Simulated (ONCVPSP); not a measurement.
**LDA (Perdew-Zunger) ONCV dataset for Pr, scalar-relativistic all-electron reference.**

* Element: Pr
* Generator: ONCVPSP 4.0.1
* Type: optimised norm-conserving Vanderbilt (ONCV)
* Functional: LDA (Perdew-Zunger)
* Relativity: scalar-relativistic
* Frozen core: [Kr] 4d10
* Valence charge: 13
* Reference configuration: 4f3 5s2 5p6 6s2
* Partial waves: 5s+6s: rc 2.35 bohr, ncon 5, nbas 8, qcut 5.4 1/bohr, 2 projectors; 5p: rc 2.30 bohr, ncon 3, nbas 6, qcut 6.7 1/bohr, 2 projectors, debl 1.8 Ha; d scattering state at 0.33 Ha: rc 2.05 bohr, ncon 4, nbas 8, qcut 5.4 1/bohr, 2 projectors, debl 2.8 Ha; 4f: rc 1.00 bohr, ncon 4, nbas 8, qcut 14.6 1/bohr, 3 projectors, debl 3.2 Ha
* Local potential: polynomial inside 1.00 bohr (lpopt 5, dvloc0 0 Ha)
* Core correction: polynomial model core, fcfact 0.35

In the d channel the program set the typed energies aside and used 0.050, 2.850 Ha.

- Cutoffs needed: 101 Ha and 274 Ha (the cutoffs (Ha) at which the residual kinetic energy of the hardest occupied pseudo-wave falls to 1 and 0.1 mHa per electron)
- Ghost test: ghosts flagged at negative energy: s at -239.5 eV; GHOST(+) flagged for p at 15.0 eV; a true bound ghost makes a file unfit for plane-wave use
- Configuration tests: tests left out (the all-electron energies of this program are off by 10 to 40 meV for near-neutral 4f atoms)
- rms error of d²Exc/dni dnj: 10.93 mHa without and 1.79 mHa with the model core
